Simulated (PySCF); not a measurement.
# Electron correlation in Ar²⁺ (argon, charge +2)

[Ne] 3s1 3p4 3d1, one real determinant (an excited configuration). All numbers are calculated (PySCF 2.14, scalar relativity by spin-free X2C-1e, in aug-cc-pCVTZ-DK (8s7p5d3f, 75 functions)). Frozen: [Ne]; 6 electrons correlated.

```json
{"level": "CCSD", "correlation energy (mhartree)": "-168.67"}
{"level": "(T)", "correlation energy (mhartree)": "-12.74"}
{"level": "CCSD(T)", "correlation energy (mhartree)": "-181.41"}
```

Diagnostics: T1 = 0.010, D1 = 0.0272, largest double amplitude 0.226.

Question: Is a single reference adequate?

Answer: Not fully. The real determinant used has ⟨L²⟩ near 8 against 12 for a pure F term, so it mixes terms. The outer electron is Rydberg-like, and this basis confines it to a smaller radius and binds it less than a complete one would. A double-excitation amplitude exceeds 0.15, a sign of near-degeneracy.

The reference is one real determinant that mixes LS terms of this configuration.
